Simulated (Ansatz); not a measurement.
```yaml
crystal:
  periodic: [false, false, false]
  atoms:
    - {symbol: Pt, position_ang: [0.002402, 0.006171, 0.000039]}
    - {symbol: P, position_ang: [-0.000417, -0.013644, 2.240514]}
    - {symbol: H, position_ang: [0.805739, -0.952681, 2.940673]}
    - {symbol: H, position_ang: [-1.212362, -0.254519, 2.944119]}
    - {symbol: H, position_ang: [0.401286, 1.143937, 2.962103]}
    - {symbol: P, position_ang: [0.001421, 0.016193, -2.240496]}
    - {symbol: H, position_ang: [1.187835, 0.350611, -2.949440]}
    - {symbol: H, position_ang: [-0.880809, 0.880154, -2.945641]}
    - {symbol: H, position_ang: [-0.305105, -1.176212, -2.951873]}
basis:
  gaussian: {orbitals: def2-mTZVP}
hamiltonian: {xc: {name: revPBE}}
scf: {omitted_lower_state_checks: [starts]}
```

```sh
$ ansatz run in.yaml --threads 4 --pin off --events-out ev --progress --plain --max-ram 3916MiB
```

Shortened log:

```
Functional definition: revPBE
1055 factors; their error is unknown
mean field evaluation 1: about -21919.0724 eV, gradient 4.1e1 eV
mean field evaluation 2: about -21716.0835 eV, gradient 2.6e2 eV
mean field evaluation 4: about -21922.8623 eV, gradient 6.9e0 eV
mean field evaluation 8: about -21922.9799 eV, gradient 1.3e-1 eV
mean field evaluation 16: about -21922.9627 eV, gradient 5.6e-5 eV
mean field -21922.96269489 eV, -805.6540191192 hartree, gradient 5.6e-5 eV, S^2 0.000000; 0 other end points of the search recorded, 0 dependent functions left out
reference -21922.96275768 eV, -805.6540214267 hartree; 27, 27 occupied and 71, 71 virtual orbitals, 1055 factors
Total energy: -21922.96275768 eV, -805.6540214267 hartree
Checks for a lower state left out: starts
```

Hardware: 4 threads of AMD EPYC 7B13 on a shared host. Wall time 0.65 s.

In the def2 sets Pt takes a core potential; there is no spin–orbit coupling.
